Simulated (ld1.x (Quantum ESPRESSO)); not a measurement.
**Varying the PAW potential for hydrogen (H)**

Base potential:

```
Element                 : hydrogen (H)
Generator               : ld1.x (Quantum ESPRESSO) 7.5
Type                    : PAW
Functional              : PBEsol
Relativity              : scalar-relativistic
Frozen core             : none
Valence charge          : 1
Reference configuration : 1s1
Partial waves           : 1s (bound): rcut 1.35, rcutus 1.40 bohr; 1s channel at -0.1 Ry: rcut 1.35, rcutus 1.40 bohr; 2p channel at 0.2 Ry: rcut 0.90, rcutus 1.25 bohr; 2p channel at 2.05 Ry: rcut 0.90, rcutus 1.25 bohr
Local potential         : all-electron potential smoothed inside 1.30 bohr (lloc = -1)
Core correction         : none
Augmentation charge     : PSQ, inside the norm-conserving radii
```

All-electron outer shells of the reference configuration (PBEsol, scalar-relativistic, ld1.x):

```json
{"shell": "1s", "level (eV)": "-6.33", "outermost node (bohr)": "–", "outermost maximum (bohr)": "1.05"}
```

Cutoffs, loose and tight: the cutoffs (Ry, on a coarse ladder) from which the occupation-weighted sum of valence levels, in a spherical-Bessel basis at the reference potential, stays within 10 and 1 mRy of its value at 400 Ry. They do not see the model core or the augmentation charge, which bear on the density cutoff. Test errors are all-electron minus pseudo excitation energies from the reference, over the configurations 1s0.5. A dash means not determined; rows that change the core or the reference have their own tests.

| change | outcome | cutoff, loose | cutoff, tight | bound ghosts |
| --- | --- | --- | --- | --- |
| base | generated | 12 Ry | 21 Ry | none |
| all radii scaled by about 0.75 (s 1.06, p 0.94 bohr, rcut 1.02/0.68); local potential all-electron potential smoothed inside 0.98 bohr (lloc = -1) | generated | 18 Ry | 35 Ry | none |
| all radii scaled by about 0.83 (s 1.16, p 1.04 bohr, rcut 1.12/0.76); local potential all-electron potential smoothed inside 1.08 bohr (lloc = -1) | generated | 15 Ry | 30 Ry | none |
| all radii scaled by about 0.94 (s 1.32, p 1.18 bohr, rcut 1.26/0.84); local potential all-electron potential smoothed inside 1.22 bohr (lloc = -1) | generated | 12 Ry | 21 Ry | none |
| all radii scaled by about 1.18 (s 1.66, p 1.48 bohr, rcut 1.60/1.06); local potential all-electron potential smoothed inside 1.54 bohr (lloc = -1) | generated | 10 Ry | 15 Ry | none |
| all radii scaled by about 1.31 (s 1.82, p 1.64 bohr, rcut 1.76/1.18); local potential all-electron potential smoothed inside 1.70 bohr (lloc = -1) | generated | 8 Ry | 12 Ry | none |
| all radii scaled by about 1.37 (s 1.92, p 1.70 bohr, rcut 1.84/1.22); local potential all-electron potential smoothed inside 1.78 bohr (lloc = -1) | generated | 8 Ry | 12 Ry | none |

(1) What comes out with this change to the base: all radii scaled by about 1.12 (s 1.56, p 1.40 bohr, rcut 1.50/1.00); local potential all-electron potential smoothed inside 1.44 bohr (lloc = -1)?

(2) What comes out with this change to the base: all radii scaled by about 1.04 (s 1.46, p 1.30 bohr, rcut 1.40/0.94); local potential all-electron potential smoothed inside 1.36 bohr (lloc = -1)?

Answers

(1) outcome: generated; cutoff, loose: 10 Ry; cutoff, tight: 18 Ry; bound ghosts: none.

(2) outcome: generated; cutoff, loose: 12 Ry; cutoff, tight: 18 Ry; bound ghosts: none.

Reading the sweep of the scale of all radii (base = 1) (base included, trends over the rows without a ghost): The loose cutoff falls from 18 Ry at 0.75 to 8 Ry at 1.37. A larger radius leaves more room for a smooth pseudo-wave, so fewer plane waves are needed; a smaller one forces it to follow the all-electron wave where it bends sharply.
